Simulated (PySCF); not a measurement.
C3H6BFO, SMILES CB(O)C(=C)F.

Geometry: PBE0-D3(BJ)/def2-SVP. The structure was generated by enumeration, and PubChem lists no compound with its InChIKey, so it may never have been made. One conformer was computed; it need not be the lowest.

All values below come from PySCF 2.14.0 with TDDFT-PBE/def2-SVPD.

Vertical excitations. Gas-phase values at a fixed geometry. State labels are in the subgroup Cs.

Computed UV-visible absorptions:
```json
[
 {"state": "S1", "symmetry": "A\"", "energy (eV)": "5.47", "λ (nm)": "227", "f": "0.000", "main pairs": "HOMO−1→LUMO 100 %"},
 {"state": "S2", "symmetry": "A'", "energy (eV)": "5.48", "λ (nm)": "226", "f": "0.200", "main pairs": "HOMO→LUMO 93 %"},
 {"state": "S3", "symmetry": "A\"", "energy (eV)": "5.75", "λ (nm)": "216", "f": "0.001", "main pairs": "HOMO→LUMO+1 100 %"},
 {"state": "S4", "symmetry": "A\"", "energy (eV)": "6.64", "λ (nm)": "187", "f": "0.000", "main pairs": "HOMO−2→LUMO 98 %"},
 {"state": "S5", "symmetry": "A'", "energy (eV)": "6.78", "λ (nm)": "183", "f": "0.020", "main pairs": "HOMO−1→LUMO+1 100 %"},
 {"state": "S6", "symmetry": "A\"", "energy (eV)": "6.85", "λ (nm)": "181", "f": "0.011", "main pairs": "HOMO→LUMO+2 99 %"},
 {"state": "S7", "symmetry": "A\"", "energy (eV)": "7.21", "λ (nm)": "172", "f": "0.018", "main pairs": "HOMO→LUMO+3 98 %"},
 {"state": "S8", "symmetry": "A'", "energy (eV)": "7.22", "λ (nm)": "172", "f": "0.044", "main pairs": "HOMO−3→LUMO 90 %"},
 {"state": "S9", "symmetry": "A\"", "energy (eV)": "7.26", "λ (nm)": "171", "f": "0.000", "main pairs": "HOMO−4→LUMO 97 %"},
 {"state": "S10", "symmetry": "A'", "energy (eV)": "7.86", "λ (nm)": "158", "f": "0.020", "main pairs": "HOMO−1→LUMO+2 98 %"},
 {"state": "T1", "symmetry": "A'", "energy (eV)": "3.61", "λ (nm)": "343", "f": "0", "main pairs": "HOMO→LUMO 98 %"},
 {"state": "T2", "symmetry": "A\"", "energy (eV)": "5.05", "λ (nm)": "246", "f": "0", "main pairs": "HOMO−1→LUMO 99 %"},
 {"state": "T3", "symmetry": "A\"", "energy (eV)": "5.72", "λ (nm)": "217", "f": "0", "main pairs": "HOMO→LUMO+1 100 %"},
 {"state": "T4", "symmetry": "A\"", "energy (eV)": "6.28", "λ (nm)": "197", "f": "0", "main pairs": "HOMO−2→LUMO 99 %"}
]
```
Triplets are in the Tamm–Dancoff approximation, which puts them higher than full response would, so one can lie above its singlet here.
